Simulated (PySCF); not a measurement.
Molecule: SMILES C(C)P(CC)CC, C6H15P.

Mapped SMILES: `[CH3:1][CH2:2][P:3]([CH2:4][CH3:5])[CH2:6][CH3:7]`; H(Xn) means a hydrogen on atom n.

Geometry PBE0-D3(BJ)/def2-SVP throughout; GIAO in PySCF 2.14, gas phase, one conformer, non-relativistic; equivalent atoms averaged; functional PBE0.

Q: How do the absolute shieldings σ depend on the basis set? (ppm; last column core-seconds on 1 thread of an Intel Xeon 6975P-C, shared host)

A: 
```
  basis set  functions  C2/C4/C6  C1/C5/C7     P3  H(C1)/H(C5)/H(C7)  H(C2)/H(C4)/H(C6)  core-s
   pcSseg-0         97     170.4     180.7  382.1              31.71              31.76       8
    cc-pVDZ        177     170.5     184.5  423.3              30.28              30.15      20
   def2-SVP        177     169.9     183.0  418.7              30.41              30.30      18
aug-cc-pVDZ        300     167.5     184.2  415.6              30.27              30.11      45
  def2-TZVP        313     160.3     175.1  320.1              30.44              30.27      48
```

Q: Which nucleus moves most, in ppm?

A: P3 (phosphorus bonded to 3 C): from 320.1 ppm with def2-TZVP to 423.3 ppm with cc-pVDZ. The smallest spread is 1.44 ppm, at H(C1)/H(C5)/H(C7). Proton shifts span only some 12 ppm, so a few tenths of a ppm matter as much there as several ppm in carbon.

Q: Taking the largest basis, def2-TZVP (313 functions), as the yardstick, rank the others by their worst heavy-atom deviation.

A: pcSseg-0 62.0 ppm (97 functions), aug-cc-pVDZ 95.5 ppm (300 functions), def2-SVP 98.6 ppm (177 functions), cc-pVDZ 103.2 ppm (177 functions).

A small basis that lands close on one nucleus may do so by chance; judge by the trend and by all nuclei.
